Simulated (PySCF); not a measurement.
# MCa cations for M along group 12

PBE with double-zeta basis sets in PySCF, for the lowest determinant that a PBE0 search found; no spin–orbit coupling. De refers to high-spin ground-configuration atoms (the charge goes to the atom of lower measured ionisation energy or higher electron affinity, which is not always the lowest computed limit). A positive dipole points towards Ca; it is taken about the centre of mass and depends on that origin.

```csv
M,basis,charged atom,state (unpaired electrons),Re (Å),ωe (cm⁻¹),De (eV),μ (D)
Zn,def2-SVP,Ca+,doublet (σ ↑),3.201,129,0.75,5.24
Cd,def2-SVP,Ca+,doublet (σ ↑),3.314,111,0.64,7.53
Hg,def2-SVP,Ca+,doublet (σ ↑),3.244,102,0.49,9.58
```

The shortest bond is that of CaZn⁺ (3.201 Å), the longest that of CaCd⁺ (3.314 Å).

Down a group the atoms grow and get heavier, so bonds lengthen and wavenumbers fall; the exceptions here are the shorter bond at Hg. Relativity and the filled 4f shell contract the atoms of the sixth period.

Weak bonds: CaHg⁺. Basis-set superposition, not corrected here, can be much of De in a small basis, most of all at correlated wavefunction levels. Spin–orbit coupling is left out. For an ion De counts to the pair picked by the measured ionisation energies or electron affinities, which need not be the lowest pair at this level. States were picked by a PBE0 search and need not be the measured ground states.
